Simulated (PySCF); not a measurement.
Se(Cl)2, SMILES Cl[Se]Cl (Cl₂Se), singlet (PBE0/def2-SVP optimised geometry):

```
3

Se    -0.862    -1.062     0.000
Cl    -1.308     1.062     0.000
Cl     1.308    -1.062     0.000
```

Level of theory: PySCF with PBE0/def2-TZVP.

Q: What are the frontier orbital energies and the dipole moment?

A: HOMO-2 -9.77 eV, HOMO-1 -9.55 eV, HOMO -7.05 eV, LUMO -2.75 eV, LUMO+1 -2.43 eV; dipole moment 1.06 D.

On the same geometry PBE/def2-TZVP run with PySCF gives HOMO-2 -8.27 eV, HOMO-1 -8.15 eV, HOMO -5.79 eV, LUMO -3.64 eV, LUMO+1 -3.32 eV; dipole moment 0.97 D.

Meta-Löwdin charges at PBE0/def2-TZVP: Se1 0.36, Cl2 -0.18, Cl3 -0.18.
